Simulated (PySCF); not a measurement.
# Relaxation of triplet Nb(OH)3

All numbers come from PySCF, UPBE0, basis Nb def2-SVP with ECP28, O def2-SVP, H def2-SVP (scalar-relativistic core potentials, no spin–orbit coupling, density fitting). A (50,194) grid was used.

A start at or just off a symmetric point, pushed along the force that breaks its symmetry, with no symmetry imposed:

```xyz
7
charge 0 multiplicity 3, angstrom
Nb   -0.0169    0.0331   -0.0318
O     1.9078   -0.4246    0.0079
O    -0.5869    1.7374    0.0464
O    -1.2260   -1.5031    0.0056
H     2.5878   -0.5211    0.6682
H    -0.8310    2.4762    0.6431
H    -1.7081   -1.9846    0.6696
```

Question: What forces act on the atoms at the start (eV/Å)?

Answer: 
```csv
atom,Fx,Fy,Fz
Nb1,1.42,-3.29,-0.18
O2,-1.41,0.12,-0.53
O3,-1.02,3.17,1.26
O4,0.89,0.72,-0.49
H5,0.19,0.01,0.42
H6,0.17,-0.54,-0.92
H7,-0.24,-0.19,0.43
```

Question: What does it relax to?

Answer: It ends at Cs with Nb–O 1.880 Å (×2), Nb–O 1.930 Å, O–H 0.956 Å (×2), O–H 0.966 Å; H–O–Nb 121.5°, H–O–Nb 171.7° (×2), O–Nb–O 109.5° (×2), O–Nb–O 141.0° (after a last refinement on a finer grid). The frequency run here used a shortcut that can spoil soft modes, so no verdict on minimum or saddle point is given. Other isomers or separated fragments may lie lower.

Question: How much energy is released, and in how many steps?

Answer: 35.5 kJ/mol in 33 steps.

With open d or f shells other occupations or spin states may lie lower. At this level a singlet minimum of D3h symmetry lies 3 kJ/mol below this structure.

The relaxation took of the order of 5 core-minutes on a shared host.
